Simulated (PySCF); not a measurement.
Task: Write Cartesian coordinates for `C=C(F)BC#CC` as optimised with PBE0-D3(BJ)/def2-SVP.

Result: 
```xyz
13
C5H6BF angstrom
C     -2.3036    0.6616   -0.5556
C     -2.2054   -0.5798   -0.0565
F     -3.3301   -1.2927    0.1168
B     -0.8768   -1.2792    0.3443
C      0.4475   -0.5707    0.2039
C      1.5318   -0.0134    0.1075
C      2.8183    0.6451    0.0079
H     -3.2705    1.0979   -0.8212
H     -1.3957    1.2489   -0.6999
H     -0.9172   -2.4068    0.7762
H      3.6155   -0.0709   -0.2455
H      2.8097    1.4426   -0.7512
H      3.0804    1.1048    0.9746
```

Any rigid rotation of these coordinates is as good. Atoms count from 1 in this order. Of the pairs four or more bonds apart, C5···H9 is among the closest relative to their van der Waals radii: 2.74 Å, 95 % of the sum of Bondi's values. The B–C distances run from 1.508 Å (B4–C5, drawn single) to 1.554 Å (C2–B4, drawn single), a spread of 0.046 Å. B4 (three-coordinate boron) is planar (angles 121.0°, 120.1° and 118.9°, sum 360.0°, 0.00 Å off the plane of its three neighbours). The C–C distances run from 1.223 Å (C5≡C6, drawn triple) to 1.449 Å (C6–C7, drawn single), a spread of 0.226 Å.

Bonds between heavy atoms (Å): C1=C2 1.342, C2–F3 1.343, C2–B4 1.554, B4–C5 1.508, C5≡C6 1.223, C6–C7 1.449.

Computed with PBE0-D3(BJ)/def2-SVP geometry optimisation, gas phase (PySCF).

No frequency check. The numbers are those of one conformer (C1–C2–B4–C5 1°).

Time: 54 s; peak memory 0.52 GiB. Hardware: an Arm Neoverse V1 with one thread, shared host with 64 logical CPUs at a one-minute load of 29. This is the geometry optimisation.
